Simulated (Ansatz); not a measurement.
Reaction (ligand exchange at the Si–C bond): `C=[CH][AlH][CH2][SiH3]` + `[OH][SnH]([F])[F]` → `[F][SnH]([F])[O][SiH3]` + `C=[CH][AlH][CH3]`

Calculated with Ansatz (gas phase, PBE0-D4/def2-TZVP geometries, no zero-point term in ΔE). CCSD(T)/CBS is the MP2 limit (def2-TZVPP, def2-QZVPP) plus CCSD(T) − MP2 in def2-TZVPP, frozen cores. DFT in def2-TZVPP. Elements past krypton have def2 core potentials. For Sn outer-core shells are correlated without core-valence functions, which leaves a few kJ/mol of doubt a bond. Each species was taken in one conformer, which may not be the lowest.

Question: Is it downhill or uphill in electronic energy at CCSD(T)/CBS, and by how much? (An estimate is asked.)

Answer: Computed: Downhill: ΔE = -87.7 kJ/mol.

Question: What do these levels give: PBE-D4, r2SCAN-D4, HF/def2-TZVPP, MP2/def2-TZVPP, MP2/def2-QZVPP, CCSD/CBS(def2)? (Best estimate.)

Answer: The calculation gave: PBE-D4 -69.4, r2SCAN-D4 -82.2, HF/def2-TZVPP -111.5, MP2/def2-TZVPP -86.8, MP2/def2-QZVPP -88.2, CCSD/CBS(def2) -91.3 kJ/mol.

Largest T1 diagnostic among the species: 0.015.

The D4 term adds +3.9 kJ/mol with B3LYP and +2.2 kJ/mol with PBE0; it sums over pairs of atoms, weighted by their polarisabilities, and B3LYP, whose exchange is more repulsive, gets the larger term. From PBE to PBE0 (25 % exact exchange), in def2-TZVPP and without D4, ΔE moves by −5.4 kJ/mol.

B3LYP here is the variant with VWN-RPA as its local correlation; programs differ in this.
